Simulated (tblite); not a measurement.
C5H8FO2Si (doublet state).
Bonds: C1–C2, C2–F3, C2–Si4, Si4–C5, C5–O6 (double), C5–C7, C7–C8, C7–O9 (double). Hydrogens: H10, H11, H12 on C1; H13, H14 on Si4; H15, H16, H17 on C8.

The geometry is computed with GFN2-xTB (gas phase). This method treats the open shell by occupation alone, without spin polarisation.

Problem. List the bond lengths, angles and torsions at this level.

Solution. 
```json
{"bond": "C1–C2", "length (Å)": "1.473"}
{"bond": "C2–F3", "length (Å)": "1.347"}
{"bond": "C2–Si4", "length (Å)": "1.858"}
{"bond": "Si4–C5", "length (Å)": "1.935"}
{"bond": "C5=O6", "length (Å)": "1.214"}
{"bond": "C5–C7", "length (Å)": "1.496"}
{"bond": "C7–C8", "length (Å)": "1.496"}
{"bond": "C7=O9", "length (Å)": "1.219"}
{"bond": "C1–H10, C1–H11, C1–H12", "length (Å)": "1.091"}
{"bond": "Si4–H13, Si4–H14", "length (Å)": "1.456"}
{"bond": "C8–H15, C8–H16, C8–H17", "length (Å)": "1.088"}
```

Bonds in one row agree within 0.01 Å and their mean is given. A selection of angles:
```json
{"angle": "C1–C2–F3", "degrees": "114.0"}
{"angle": "C1–C2–Si4", "degrees": "127.3"}
{"angle": "F3–C2–Si4", "degrees": "116.8"}
{"angle": "C2–Si4–C5", "degrees": "99.4"}
{"angle": "Si4–C5–O6", "degrees": "124.0"}
{"angle": "Si4–C5–C7", "degrees": "111.2"}
{"angle": "O6–C5–C7", "degrees": "124.3"}
{"angle": "C5–C7–C8", "degrees": "116.4"}
{"angle": "C5–C7–O9", "degrees": "118.3"}
{"angle": "C8–C7–O9", "degrees": "125.2"}
```

Dihedral angles: C1–C2–Si4–C5 87° (synclinal); C2–Si4–C5–O6 98° (anticlinal); Si4–C5–C7–C8 -167° (antiperiplanar). The mirror-image conformer, all signs reversed, is as good.

C7 (carbon bonded to 2 C and O) is planar (angles 125.2°, 118.3° and 116.4°, sum 360.0°, 0.02 Å off the plane of its three neighbours). C5 (carbon bonded to C, O and Si) is planar (angles 124.3°, 124.0° and 111.2°, sum 359.5°, 0.06 Å off the plane of its three neighbours). The 3 C–C bonds span 1.473 Å (C1–C2, drawn single) to 1.496 Å (C5–C7, drawn single), a spread of 0.023 Å. The C–Si distances run from 1.858 Å (C2–Si4, drawn single) to 1.935 Å (Si4–C5, drawn single), a spread of 0.077 Å. Of the pairs four or more bonds apart, O9···H11 is among the closest relative to their van der Waals radii: 2.19 Å, 80 % of the sum of Bondi's values. Si4 (silicon bonded to 2 C and 2 H) is distorted tetrahedral (angles from 99.4° to 116.4°). C2 (carbon bonded to C, F and Si) is almost planar (angles 127.3°, 116.8° and 114.0°, sum 358.2°, 0.12 Å off the plane of its three neighbours).

Point group: C1 (no symmetry element, even within 0.4 Å). Its GFN2-xTB frequencies are all real (lowest 33 cm⁻¹).

On one thread, Arm Neoverse V1 (aarch64), shared host with 32 logical CPUs at a one-minute load of 17, this took 0.88 s. That covers the optimisation of the geometry.
